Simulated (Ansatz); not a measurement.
The same ligand exchange along the group Si, Ge, Sn.

Gas-phase electronic energies from Ansatz, PBE0-D4/def2-TZVP geometries. CCSD(T)/CBS is the MP2 limit (def2-TZVPP, def2-QZVPP) plus CCSD(T) − MP2 in def2-TZVPP, frozen cores. This one scheme is used for every species. Functionals use def2-TZVPP. def2 core potentials past Kr. For Ge, Sn outer-core shells are correlated without core-valence functions, which leaves a few kJ/mol of doubt a bond. Scalar relativity is left out up to krypton.

| reaction | CCSD(T)/CBS(def2) (kcal/mol) |
| --- | --- |
| `F[Si](Cl)(Cl)Cl` + H–F → `F[Si](F)(Cl)Cl` + HCl | -11.9 |
| `[F][Ge]([Cl])([Cl])[Cl]` + H–F → `[F][Ge]([F])([Cl])[Cl]` + HCl | ? |
| `[F][Sn]([Cl])([Cl])[Cl]` + H–F → `[F][Sn]([F])([Cl])[Cl]` + HCl | 9.6 |

Q: Fill in the missing values. (Best estimate.)

A: The calculation gave: `[F][Ge]([Cl])([Cl])[Cl]` + H–F → `[F][Ge]([F])([Cl])[Cl]` + HCl: +2.8 kcal/mol.

Largest T1 diagnostic: 0.013, for `[F][Sn]([F])([Cl])[Cl]`.
